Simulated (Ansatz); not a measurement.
Consider the ligand exchange at the Si–C bond: `[SiH3]C#C[SiH2]Cl` + `S[Si](Cl)(Cl)Cl` → `Cl[SiH2]S[Si](Cl)(Cl)Cl` + `C#C[SiH3]`.

Calculated with Ansatz (gas phase, PBE0-D4/def2-TZVP geometries, no zero-point term in ΔE). CCSD(T)/CBS is the MP2 limit (def2-TZVPP, def2-QZVPP) plus CCSD(T) − MP2 in def2-TZVPP, frozen cores. This one scheme is used for every species. Functionals use def2-TZVPP. B3LYP here is the variant with VWN-RPA as its local correlation; programs differ in this. One conformer a species, not always the lowest.

```
             level  ΔE (kJ/mol)  difference from CCSD(T)/CBS
            PBE-D4        -31.6                         -2.1
         r2SCAN-D4        -27.5                          2.0
           PBE0-D4        -32.2                         -2.7
          B3LYP-D4        -29.5                          0.0
           ωB97X-V        -28.6                          0.9
           ωB97M-V        -30.5                         -1.0
            B2PLYP        -19.3                         10.2
               PBE        -21.9                          7.6
            r2SCAN        -25.0                          4.5
              PBE0        -23.3                          6.2
             B3LYP        -13.6                         15.9
     HF/def2-TZVPP        -11.4                         18.1
    MP2/def2-TZVPP        -28.8                          0.7
SCS-MP2/def2-TZVPP        -22.9                          6.6
   CCSD/def2-TZVPP        -21.5                          8.0
CCSD(T)/def2-TZVPP        -24.1                          5.4
     HF/def2-QZVPP        -10.9                         18.6
    MP2/def2-QZVPP        -31.7                         -2.2
SCS-MP2/def2-QZVPP        -25.5                          4.0
      HF/CBS(def2)        -10.9                         18.6
     MP2/CBS(def2)        -34.2                         -4.7
    CCSD/CBS(def2)        -26.9                          2.6
       CCSD(T)/CBS        -29.5                            0
```

Largest T1 diagnostic among the species: 0.013.

The D4 term adds −15.9 kJ/mol with B3LYP and −8.9 kJ/mol with PBE0; it sums over pairs of atoms, weighted by their polarisabilities, and B3LYP, whose exchange is more repulsive, gets the larger term. In def2-TZVPP, CCSD(T) changes the Hartree–Fock value by −12.8 kJ/mol (the triples alone add −2.6 kJ/mol) and MP2 by −17.4 kJ/mol.
